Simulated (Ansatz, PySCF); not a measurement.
System: C2H6BrSi (charge 0, doublet). It need not be the lowest isomer of its formula. SMILES: C[Si](C)Br
Geometry: optimised at B3LYP-D3(BJ)/def2-TZVP (Ansatz, a first-principles code).

Wanted: atomisation energy (electronic, to ground-state atoms), in kJ/mol. Valence correlation only, unless marked. UHF or UKS for open shells. Spin-orbit coupling is left out. The frozen core is the preceding noble-gas configuration, with the filled d and f shells of earlier blocks. Non-relativistic. The coupled-cluster limit lacks core correlation, which all-electron functionals hold. CBS marks a two-point X^-3 extrapolation of the correlation energy; Hartree-Fock from the larger set. [CCSD(T)-MP2]/basis is that difference in the basis named.

```
level                                                              program  atomisation energy (kJ/mol)  minus last row
----------------------------------------------------------  --------------  ---------------------------  --------------
HF/def2-SVP                                                         Ansatz                       2698.5          -817.1
HF/def2-TZVPD                                                        PySCF                       2686.1          -829.5
SVWN5/def2-TZVPD                                                    Ansatz                       3960.5           444.9
revPBE-D4/def2-TZVPD                                        Ansatz + dftd4                       3502.1           -13.5
r2SCAN/def2-TZVPD                                                   Ansatz                       3542.6            27.0
r2SCAN-D4/def2-TZVPD                                        Ansatz + dftd4                       3548.0            32.4
B97M-V/def2-TZVPD                                                   Ansatz                       3526.8            11.2
B3LYP/def2-TZVPD                                                    Ansatz                       3480.5           -35.1
PBE0/STO-3G                                                         Ansatz                       4360.0           844.4
PBE0/def2-SVP                                                       Ansatz                       3524.5             8.9
PBE0-D3(BJ)/def2-TZVP                                       Ansatz + dftd3                       3540.4            24.8
BHLYP/def2-TZVPD                                                    Ansatz                       3424.5           -91.1
CAM-B3LYP/def2-TZVPD                                                Ansatz                       3503.0           -12.6
LC-wPBE-D3(BJ)/def2-TZVPD                                   Ansatz + dftd3                       3527.6            12.0
wB97M-V/def2-TZVPD                                                  Ansatz                       3515.2            -0.4
B2GP-PLYP-D3(BJ)/def2-TZVPD                                 Ansatz + dftd3                       3482.4           -33.2
B2GP-PLYP-D4/def2-TZVPD                                     Ansatz + dftd4                       3470.9           -44.7
CCSD(T)/6-31G*                                                      Ansatz                       3182.1          -333.5
CCSD(T)/def2-TZVPP                                                  Ansatz                       3433.5           -82.1
RI-MP2/CBS(def2-TZVPP,def2-QZVPP)+[CCSD(T)-MP2]/def2-SVP            Ansatz                       3526.6            11.0
RI-MP2/CBS(def2-TZVPP,def2-QZVPP)+[CCSD(T)-MP2]/def2-TZVPP          Ansatz                       3515.6             0.0
```
